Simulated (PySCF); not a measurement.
**Working out the electron affinity of Sb**

Sb⁻ [Kr] 4d10 5s2 5p4 (3P) → Sb [Kr] 4d10 5s2 5p3 (4S). All numbers are calculated (PySCF 2.14, a scalar-relativistic core potential, in aug-cc-pVDZ-PP with ECP28MDF). Frozen: 4s2 4p6 4d10. Energies in hartree (1 hartree = 27.21139 eV):

```
             part  Sb⁻ (lower)   Sb (upper)
              UHF  -239.269386  -239.273208
MP2 opposite-spin    -0.049500    -0.034469
    MP2 same-spin    -0.016841    -0.013384
```

Question: What does Hartree-Fock give?

Answer: (-239.273208) − (-239.269386) = -0.003822 hartree = -0.104 eV.

Question: What do MP2 and SCS-MP2 (6/5 opposite-spin, 1/3 same-spin) give?

Answer: The opposite-spin parts differ by 0.409 eV and the same-spin parts by 0.094 eV. MP2: -0.104 + (0.409) + (0.094) = 0.399 eV. SCS-MP2: -0.104 + 1.2 × (0.409) + (0.094)/3 = 0.418 eV.

Reference: 1.047 eV (measured; photodetachment measurements, as compiled on the Wikipedia data page of electron affinities), between the lowest levels; spin-orbit coupling is absent from the calculation.

A double-zeta basis recovers only part of the correlation energy.

What remains against the reference includes basis incompleteness, the frozen core and correlation beyond second order.
